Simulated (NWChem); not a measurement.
Molecule: silanone (SiH2O); SMILES O=[SiH2]

```xyz
4

Si     0.0000     0.0000    -0.4385
O      0.0000     0.0000     1.1138
H      0.0000    -1.2480    -1.2820
H      0.0000     1.2480    -1.2820
```
Atoms are numbered in this order, from 1.

The geometry was optimised at PBE-D3(BJ)/def2-SVP.

 Unshifted, non-relativistic core excitations; the lowest 4 roots alone, so stronger bands may lie above.

Q: List the first Si K-edge excitations from PBE0/def2-TZVP, restricted-window TDA (NWChem).

A: 
```tsv
state	energy (eV)	dipole oscillator strength	leading excitation (squared amplitude)
S1	1798.8	0.0059	1s of atom 1 or its equivalents → LUMO (0.99)
S2	1801.2	0.0000	1s of atom 1 or its equivalents → LUMO+1 (0.99)
S3	1802.6	0.0019	1s of atom 1 or its equivalents → LUMO+2 (0.98)
S4	1805.0	0.0045	1s of atom 1 or its equivalents → LUMO+3 (0.86)
```
